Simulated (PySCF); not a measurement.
HfO2, SMILES [O]=[Hf]=[O], multiplicity 1.

Geometry optimised at PBE-D3(BJ)/def2-TZVP. The multiplicity is an assumed one; other spin states were not compared. The isomer is the one that the SMILES or the coordinates give; other isomers of the formula were not compared. The def2 effective core potentials stand for the cores of Hf; spin–orbit coupling is left out.

Two levels are set side by side: TDA-PBE/def2-TZVPD (PySCF) and TDA-B3LYP/def2-TZVPD (PySCF). Vertical, same geometry. The lowest singlet is HOMO→LUMO 100 % with PBE and HOMO→LUMO 99 % with the other functional; states are paired by order. Differences are taken from unrounded values.

```tsv
quantity	TDA-B3LYP
lowest singlet excitation (eV)	1.57
lowest triplet excitation (TDA) (eV)	1.50
```

Problem. What does TDA-PBE give, and how far is it from TDA-B3LYP? (An estimate is asked for; the answer gives what the named calculation found.)

Solution. 
```tsv
quantity	TDA-PBE	TDA-PBE minus TDA-B3LYP
lowest singlet excitation (eV)	1.20	-0.37
lowest triplet excitation (TDA) (eV)	1.12	-0.37
```

A lower first singlet is the usual sign of a functional without exact exchange. Differences between two approximate levels are no errors against the true value.

Rough cost on one machine, each run with all the roots and properties that it gave: TDA-B3LYP against TDA-PBE within a factor of 2.
